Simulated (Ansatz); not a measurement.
H6Ge2, charge -1, doublet, geometry from GFN2-xTB (a state made from the parent by changing its charge; the spin is typed, not shown lowest) (a gas-phase anion, which may not be bound at this level); PBE0/STO-3G in Ansatz (a quantum-chemistry and plane-wave program).

Here is a job for Ansatz.
Ansatz 0.2 input:
```yaml
crystal:
  periodic: [false, false, false]
  atoms:
    - {symbol: Ge, position_ang: [-1.23522005, 0.51292370, -0.12591087]}
    - {symbol: Ge, position_ang: [1.23525908, -0.51205515, 0.12902469]}
    - {symbol: H, position_ang: [-1.92530595, -0.60516687, -1.02753875]}
    - {symbol: H, position_ang: [-2.47835897, 1.61253592, -0.42053532]}
    - {symbol: H, position_ang: [-1.94017119, -0.02486483, 1.19983024]}
    - {symbol: H, position_ang: [2.47831690, -1.61347220, 0.41717868]}
    - {symbol: H, position_ang: [1.96734679, 0.62962708, 0.96829304]}
    - {symbol: H, position_ang: [1.89692349, -0.02645262, -1.23686999]}
basis:
  gaussian:
    orbitals: STO-3G
hamiltonian:
  xc: pbe0
total_charge: -1
magnetization: {spin_polarized: true, initial_magnetization: 1}
accuracy: high
```

Problem. What does Ansatz print? Leave out banner, timings and long lists.

Solution. 
```
Functional definition: PBE0
599 factors; integrals over basis functions are off by at most 9.8e-9 eV
mean field evaluation 1: about -111803.9462 eV, gradient 3.4e1 eV
mean field evaluation 2: about -111807.6552 eV, gradient 2.6e1 eV
mean field evaluation 4: about -111813.3212 eV, gradient 1.4e0 eV
mean field evaluation 8: about -111813.2938 eV, gradient 1.2e-2 eV
mean field evaluation 16: about -111813.2938 eV, gradient 2.1e-6 eV
mean field -111813.29381902 eV, -4109.0627580762 hartree, gradient 6.7e-8 eV, S^2 0.756330; 0 other end points of the search recorded, 0 dependent functions left out
reference -111813.29382073 eV, -4109.0627581392 hartree; 36, 35 occupied and 6, 7 virtual orbitals, 599 factors
Total energy: -111813.29382073 eV, -4109.0627581392 hartree
```
